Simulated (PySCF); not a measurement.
Gas-phase reaction: 2 SnO + 2 H2 + O2 → 2 Sn(OH)2

Computed with PySCF (xtb for GFN2) and rigid-rotor harmonic-oscillator thermochemistry at 1 bar. † marks an energy on the PBE0/def2-TZVP geometry and frequencies; other levels use their own. MP2 and CCSD(T) freeze the core. Open shells (unrestricted): O2 (multiplicity 3); the rest are closed-shell singlets. GFN2 has no spin-polarisation term. Sn: scalar-relativistic def2 core potential, no spin-orbit coupling. Sn(OH)2: computed as isolated molecules; such fragments, hydroxides, amides, oligomers or adducts are transient or little studied in the gas. MP2 isn't extrapolated to the basis-set limit; its ΔH°(298 K) is -702.9 kJ in def2-SVP and -783.7 kJ in def2-TZVPP. CCSD(T) isn't extrapolated to the basis-set limit; its ΔH°(298 K) is -712.5 kJ in def2-SVP and -791.2 kJ in def2-TZVPP. The harmonic model lacks anharmonicity and excited electronic states, which grow with temperature; levels with a mode under 35 cm⁻¹ are left out. Internal rotation in Sn(OH)2 is treated as a harmonic vibration of one conformer, which makes the entropy rough. Warning, large T1 diagnostic: SnO (CCSD(T)/def2-TZVPP†).

| level | ΔE electronic, kJ | ΔH°(298 K), kJ | ΔS°(298 K), J/K | ΔG°(1200 K), kJ |
|---|---|---|---|---|
| BLYP/def2-TZVP† | -739 | -693 | -340 | -289 |
| CCSD(T)/def2-TZVPP† | -838 | -791 | -340 | -387 |
| GFN2-xTB | -1085 | -1040 | -321 | -664 |
| M06-2X/def2-TZVP† | -927 | -881 | -340 | -477 |
| MP2/def2-TZVPP† | -830 | -784 | -340 | -380 |
| PBE0/def2-QZVP† | -875 | -829 | -340 | -425 |
| PBE0/def2-SVP† | -838 | -792 | -340 | -388 |
| PBE0/def2-TZVP | -854 | -808 | -340 | -404 |
| r2SCAN/def2-TZVP† | -826 | -779 | -340 | -376 |
| LDA/def2-TZVP† | -918 | -872 | -340 | -468 |
| ωB97M-V/def2-TZVP† | -882 | -836 | -340 | -432 |
ΔH° is lowest at GFN2-xTB and highest at BLYP/def2-TZVP†. No reference value is set beside these.
